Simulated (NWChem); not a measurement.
Molecule: NbOCl3; SMILES [O]=[Nb]([Cl])([Cl])[Cl]

```xyz
5

Nb     0.0000     0.0000     0.2166
O      0.0000     0.0000     1.8891
Cl    -1.2174     1.8044    -0.4705
Cl     2.1714     0.1521    -0.4705
Cl    -0.9539    -1.9565    -0.4705
```
Atoms are numbered in this order, from 1.

Computed with NWChem. Medium grid unless said otherwise, to which SCAN and Minnesota functionals are sensitive. Structure relaxed at the PBE0/def2-SVP level. def2 effective core potentials on Nb; no spin-orbit coupling. Total energies of different functionals are on different scales.

| level | energy (Ha) | highest occupied level (eV) | orbital gap (eV) | dipole (D) |
|---|---|---|---|---|
| B3LYP/def2-SVP | -1512.6349 | -9.46 | 6.04 | 1.13 |
| PBE/def2-SVP | -1511.9749 | -8.33 | 4.39 | 1.03 |
| LDA (Slater exchange, PW92)/def2-SVP | -1507.4954 | -8.45 | 4.37 | 1.17 |
| MPW1K/def2-SVP | -1512.5888 | -10.96 | 8.07 | 1.12 |
| BP86/def2-SVP | -1512.8070 | -8.43 | 4.37 | 1.04 |
| M06/def2-SVP | -1512.4679 | -9.75 | 6.42 | 1.17 |
| M06-2X/def2-SVP | -1512.3913 | -11.16 | 8.69 | 1.02 |
| revPBE/def2-SVP | -1512.3592 | -8.30 | 4.40 | 0.98 |
